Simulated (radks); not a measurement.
Initial-state core-level shifts of neutral arsenic when its valence configuration changes from [Ar] 3d10 4s2 4p3. Calculated with a radial shooting solver on a logarithmic mesh with Libxc functionals: scalar-relativistic Kohn-Sham, PBE, spin-polarised, spherical densities, finite nucleus; open shells are filled with parallel spins first; Fermi nuclear charge, rms radius 4.0968 fm. Shifts are changes of the shell-averaged eigenvalues in eV (positive: less bound); the change of the density at the nucleus, which sets a Mossbauer isomer shift, is in e/bohr^3, on a base of 3.6e+04.

valence                1s       2s       3s       3p  density at nucleus
3d10 4s1 4p4       -1.804   -1.750   -1.787   -1.779             -22.058
3d8 4s2 4p5       -26.842  -29.739  -23.383  -22.906             +28.458
3d10 4p5           -3.739   -3.615   -3.679   -3.665             -45.185
3d9.5 4p5.5        -9.940  -10.495   -9.215   -9.079             -41.882
3d9 4s2 4p4       -13.068  -14.433  -11.600  -11.360             +13.646
3d8 4s1.5 4p5.5   -27.607  -30.492  -24.135  -23.653             +14.470
3d8.5 4s1.5 4p5   -20.658  -22.754  -18.250  -17.886              +7.691
3d9.5 4s2 4p3.5    -6.449   -7.109   -5.778   -5.658              +6.681
3d10 4s1.5 4p3.5   -0.908   -0.881   -0.899   -0.896             -10.935
